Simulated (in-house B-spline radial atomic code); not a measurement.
Radial electron density of Pb⁻, [Xe] 4f14 5d10 6s2 6p3. Computed with a radial B-spline atomic code at the basis-set limit: scalar-relativistic (X2C) LC-wPBE, spin-polarised, spherical fractional occupations, exact exchange averaged over the configuration, Fermi nucleus of rms radius 5.5012 fm.

One-electron X2C: radii and densities carry no picture-change correction, so inner-shell <1/r> comes out high (for 1s by about 2 % at Z = 33, 5 % at 54, 10 % at 75, 30 % at 118) and <r> low.

Columns: r (bohr), 4πr²n(r) (electrons per bohr), bar.

```
0.000244    3.338 #
0.000307    4.553 #
0.000388    6.211 ##
0.000489    8.397 ##
0.000616    11.29 ###
0.000776    15.08 ####
0.000979    20.06 ######
 0.00123    26.32 #######
 0.00156    34.56 ##########
 0.00196    44.32 #############
 0.00247    56.11 ################
 0.00311    69.52 ####################
 0.00393    84.18 ########################
 0.00495     98.4 ############################
 0.00624    110.5 ###############################
 0.00787    118.3 #################################
 0.00991    119.7 ##################################
  0.0125    114.7 ################################
  0.0158    106.1 ##############################
  0.0199    100.7 ############################
   0.025    105.8 ##############################
  0.0316    124.2 ###################################
  0.0398    146.4 #########################################
  0.0501    155.5 ############################################
  0.0632    142.3 ########################################
  0.0797    123.1 ###################################
     0.1    124.9 ###################################
   0.127    143.4 #########################################
    0.16    136.7 #######################################
   0.201    100.4 ############################
   0.254    81.71 #######################
    0.32    94.56 ###########################
   0.403    91.37 ##########################
   0.508     59.7 #################
    0.64    34.22 ##########
   0.807    26.24 #######
    1.02    21.15 ######
    1.28    13.67 ####
    1.62    7.326 ##
    2.04    3.991 #
    2.57    2.354 #
    3.24    1.412 
    4.08   0.7852 
    5.15   0.3704 
    6.49   0.1432 
    8.18  0.04335 
    10.3 0.009705 
      13 0.001454
```

On this grid the curve has 4 maxima, near 0.00991, 0.0501, 0.127, 0.32 bohr.

The 6p up radial function P(r) = rR(r), positive near the nucleus:

| r (bohr) | P |
| --- | --- |
| 0.000776 | 0.0006787 |
| 0.00123 | 0.001313 |
| 0.00196 | 0.002606 |
| 0.00311 | 0.005187 |
| 0.00495 | 0.01032 |
| 0.00787 | 0.01997 |
| 0.0125 | 0.03634 |
| 0.0199 | 0.05894 |
| 0.0316 | 0.07545 |
| 0.0501 | 0.05399 |
| 0.0797 | -0.03198 |
| 0.127 | -0.1037 |
| 0.201 | 0.005472 |
| 0.32 | 0.1492 |
| 0.508 | -0.04945 |
| 0.807 | -0.236 |
| 1.28 | 0.0716 |
| 2.04 | 0.4752 |
| 3.24 | 0.5394 |
| 5.15 | 0.333 |
| 8.18 | 0.1193 |
| 13 | 0.022 |
